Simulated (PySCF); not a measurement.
One of the candidates below gave these computed data.

All candidates are C4H7NSi.

| technique | computed result |
| --- | --- |
| 13C NMR | chemical shifts (computed TMS as zero) by class: 144.6 (1 C), 141.7 (1 C), 121.7 (1 C), 28.2 (1 C) ppm [GIAO PBE0/pcSseg-1] |
| UV, strongest line | among the 8 lowest singlet transitions: S2 at 7.00 eV (177 nm, f = 0.261) [TDDFT PBE0/def2-SVPD] |
| Rotational structure | rotational constants A, B, C: 4.053, 2.013, 1.545 GHz [GFN2-xTB] |
| UV, first state | lowest singlet excitation: 6.70 eV (185 nm, f = 0.007) [TDDFT PBE0/def2-SVPD] |
| Dipole | 3.86 D [PBE0/def2-SVPD] |
| 1H NMR | chemical shifts (computed TMS as zero) by class: 6.25 (1 H), 6.08 (1 H), 4.32 (3 H), 3.09 (2 H) ppm [GIAO PBE0/pcSseg-1] |
| Triplet | lowest triplet excitation (Tamm–Dancoff): 4.27 eV [TDA PBE0/def2-SVPD] |
| NMR, other nuclei | isotropic shieldings of nuclei other than C and H, by class: -36 (1 N), 419 (1 Si) ppm [GIAO PBE0/pcSseg-1] |
| Polarisability | 77.1 au [PBE0/def2-SVPD] |

The electronic properties come from PySCF, for the isolated species, density fitting. Levels stand in brackets. Geometry: GFN2-xTB, one conformer, isolated molecule. NMR values are class means; diastereotopic atoms form classes of their own.

Question: Which candidate is it?
A. `C=C1CC=N[SiH2]1`
B. `C=C([SiH3])CC#N`
C. `C#CC/C=N\[SiH3]`
D. `[SiH3]/N=C\C1=CC1`

Answer: B. It is `C=C([SiH3])CC#N`. Numbering: `[CH2:1]=[C:2]([SiH3:3])[CH2:4][C:5]#[N:6]`. Its formula, C4H7NSi, gives 3 degrees of unsaturation: 0 rings and 3 π bonds in the structure found. 4 carbons fall into 4 classes; from least to most shielded: fully substituted alkene carbon [C2] (144.6 ppm), terminal =CH2 carbon [C1] (141.7 ppm), nitrile carbon [C5] (121.7 ppm), sp3 carbon next to a nitrile [C4] (28.2 ppm). Hydrogen classes from least to most shielded: 1 H on a terminal =CH2 carbon, C1 (6.25 ppm), 1 H on a terminal =CH2 carbon, C1 (6.08 ppm), 3 H on an SiH3 silicon, Si3 (4.32 ppm, a mean of values up to 0.6 ppm apart in this geometry), 2 H on an sp3 carbon next to a nitrile, C4 (3.09 ppm). The other shieldings belong to: -36 ppm, nitrile nitrogen [N6]; 419 ppm, SiH3 silicon [Si3]. S1 is mainly HOMO−1→LUMO (weight 0.89); the largest Löwdin shares of the orbital it empties are 0.22 on the fully substituted alkene carbon, 0.16 on the nitrile nitrogen, 0.15 on the SiH3 silicon and 0.11 on the sp3 carbon next to a nitrile, of the orbital it fills 0.33 on the terminal =CH2 carbon, 0.29 on the fully substituted alkene carbon, 0.07 on the SiH3 silicon and 0.06 on a vinylic hydrogen. The optimised geometry has point group C1 and is an asymmetric top.

The others, at the same levels:
- `C#CC/C=N\[SiH3]` fails: its computed 13C shifts are 174.9 (1 C), 81.7 (1 C), 79.7 (1 C), 31.9 (1 C) ppm, 1H shifts are 8.55 (1 H), 5.02 (3 H), 3.14 (2 H), 1.68 (1 H) ppm and lowest singlet excitation is 4.19 eV (296 nm, f = 0.001) (against 6.70 eV).
- `C=C1CC=N[SiH2]1` fails: its computed 13C shifts are 188.6 (1 C), 150.7 (1 C), 135.2 (1 C), 53.2 (1 C) ppm, 1H shifts are 8.73 (1 H), 6.49 (1 H), 6.15 (1 H), 5.30 (2 H), 3.46 (2 H) ppm and lowest singlet excitation is 4.49 eV (276 nm, f = 0.001) (against 6.70 eV).
- `[SiH3]/N=C\C1=CC1` fails: its computed 13C shifts are 163.5 (1 C), 120.0 (1 C), 119.8 (1 C), 11.5 (1 C) ppm, 1H shifts are 9.56 (1 H), 7.17 (1 H), 5.37 (3 H), 1.32 (2 H) ppm and lowest singlet excitation is 3.31 eV (374 nm, f = 0.001) (against 6.70 eV).

Each candidate is one conformer, not necessarily the lowest. Dipoles, sizes and rotational constants follow the conformer. The torsions of the flexible species, by atom-mapped SMILES:
- `[CH2:1]=[C:2]([SiH3:3])[CH2:4][C:5]#[N:6]`: C1–C2–C4–C5 107°
- `[CH:1]#[C:2][CH2:3]/[CH:4]=[N:5]\[SiH3:6]`: C2–C3–C4–N5 -131°
- `[SiH3:1]/[N:2]=[CH:3]\[C:4]1=[CH:5][CH2:6]1`: N2–C3–C4–C5 175°
